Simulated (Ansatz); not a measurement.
Calculated with Ansatz (gas phase, PBE0-D4/def2-TZVP geometries, no zero-point term in ΔE). CBS: MP2 limit from def2 TZ/QZ plus the TZ coupled-cluster correction, frozen cores. Functionals use def2-TZVPP. def2 core potentials past Kr. For Ge, Sn outer-core shells are correlated without core-valence functions, which leaves a few kJ/mol of doubt a bond. Scalar relativity is left out up to krypton. One conformer a species, not always the lowest.

Reaction (redistribution): `C#[C][Sn]([Cl])([Cl])[C]#C` + `[OH][GeH3]` → `C#[C][SnH]([Cl])[Cl]` + `C#[C][GeH2][OH]`

```json
{"level": "LC-ωPBE", "ΔE (kJ/mol)": "-10.7"}
{"level": "CCSD(T)/def2-SVP", "ΔE (kJ/mol)": "-6.0"}
```

Q: What does CCSD(T)/CBS give? (Best estimate.)

A: Ansatz gave: -5.1 kJ/mol. The listed levels differ from it by -5.6, -0.9 kJ/mol.

Largest T1 diagnostic among the species: 0.013.

In def2-TZVPP, CCSD(T) changes the Hartree–Fock value by +5.2 kJ/mol (the triples alone add +1.6 kJ/mol) and MP2 by +7.4 kJ/mol. The D4 term adds +3.2 kJ/mol with B3LYP and +2.0 kJ/mol with PBE0; it sums over pairs of atoms, weighted by their polarisabilities, and B3LYP, whose exchange is more repulsive, gets the larger term.

CCSD(T)/CBS has its own doubt, a few kJ/mol and more with outer-core shells, so smaller differences from it don't rank the levels.

B3LYP here is the variant with VWN-RPA as its local correlation; programs differ in this.
